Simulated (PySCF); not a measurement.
Bonding in CF3CH2CF3

Species: CF3CH2CF3, C₃H₂F₆.
Atom-mapped SMILES: `[F:1][C:2]([F:3])([F:4])[CH2:5][C:6]([F:7])([F:8])[F:9]` (hydrogens: H10, H11 on C5)

Structure used (PBE0-D3(BJ)/def2-SVP), in Å, numbered top down from 1:
```xyz
11
C3H2F6 angstrom
F     -2.070    0.887    0.850
C     -1.237   -0.048    0.386
F     -1.130   -0.994    1.316
F     -1.801   -0.595   -0.689
C      0.100    0.582    0.065
C      1.163   -0.366   -0.444
F      0.789   -0.982   -1.563
F      1.467   -1.300    0.455
F      2.277    0.321   -0.709
H      0.479    1.065    0.975
H     -0.060    1.358   -0.696
```

Bond orders from the PBE0/pcSseg-1 density (PySCF). Geometry: PBE0-D3(BJ)/def2-SVP; no solvent, vibrations or thermal averaging.

**Question.** Where do the orders between heavy atoms depart from those drawn in the SMILES?

**Answer.** The largest departure is 0.026, at C2–F3 (drawn single, 1.026), C2–F4 (drawn single, 1.026), C6–F7 (drawn single, 1.026) and C6–F8 (drawn single, 1.026).

**Question.** Give the Mayer order of every bond between heavy atoms, beside its length.

**Answer.** 
```tsv
bond	drawn as	length (Å)	Mayer order
F1–C2	single	1.335	1.000
C2–F3	single	1.331	1.026
C2–F4	single	1.331	1.026
C2–C5	single	1.513	0.997
C5–C6	single	1.512	0.997
C6–F7	single	1.332	1.026
C6–F8	single	1.331	1.026
C6–F9	single	1.335	1.000
```

Bonds between the same two heavy elements. C–F: lowest F1–C2 and C6–F9 (1.000, 1.335 Å), highest C2–F3, C2–F4, C6–F7 and 1 more (1.026, 1.331 Å). C–C: all 2 within 0.02 of one another (0.997 to 0.997). Bonds named together lie within 0.004.

**Question.** And the bonds to hydrogen?

**Answer.** C–H: 0.92 (2 bonds).

**Question.** Sum the orders of all bonds at each heavy atom with more than one neighbour and set the sums beside the valence in the SMILES.

**Answer.** C2 4.049 (drawn 4), C5 3.838 (drawn 4), C6 4.049 (drawn 4). Orders between atoms that aren't bonded are not in these sums.

For a closed shell the Mayer order of atoms A and B is Σ (PS)μν (PS)νμ over the basis functions μ on A and ν on B, with P the density and S the overlap matrix.
